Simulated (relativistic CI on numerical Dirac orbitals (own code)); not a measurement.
Radial parameters of Cd⁴²⁺

These numbers are calculated, not measured: Dirac-Coulomb-Breit CI, KLI orbitals optimised for each configuration, model QED, unscaled Slater integrals (own radial code, finite nucleus).

Slater integrals F^k, G^k are unscaled and averaged over j, outside the closed core 1s2; ζ comes from projecting the Hamiltonian with its Breit term on Σ l·s of the shell.

- 2s2 2p2: F^2(2p,2p) = 882300, ζ(2p) = 1.1373e+06 cm⁻¹; <r>(2p) = 0.1079, <r^2>(2p) = 0.01409 (bohr units).
- 2s 2p3: F^2(2p,2p) = 881090, G^1(2s,2p) = 932610, ζ(2p) = 1.1318e+06 cm⁻¹; <r>(2s) = 0.1251, <r^2>(2s) = 0.0184, <r>(2p) = 0.108, <r^2>(2p) = 0.01412 (bohr units).
- 2p4: F^2(2p,2p) = 879200, ζ(2p) = 1.1266e+06 cm⁻¹; <r>(2p) = 0.1082, <r^2>(2p) = 0.01418 (bohr units).

Averages of the first 10 configurations, taken without configuration mixing, which lowers the lowest level and can move excited configurations by several eV; other configurations of the list can lie among them:

| Configuration | Parity | States | Average energy above the lowest level (eV) |
| --- | --- | --- | --- |
| 2s2 2p2 | even | 15 | 278.6 |
| 2s 2p3 | odd | 40 | 585.6 |
| 2p4 | even | 15 | 930.7 |
| 2p3 3s | odd | 40 | 4614.2 |
| 2p3 3p | even | 120 | 4704.1 |
| 2p3 3d | odd | 200 | 4784.6 |
| 2s2 2p 3s | odd | 12 | 4012.4 |
| 2s2 2p 3p | even | 36 | 4108.3 |
| 2s2 2p 3d | odd | 60 | 4189.1 |
| 2s 2p2 3s | even | 60 | 4294.1 |
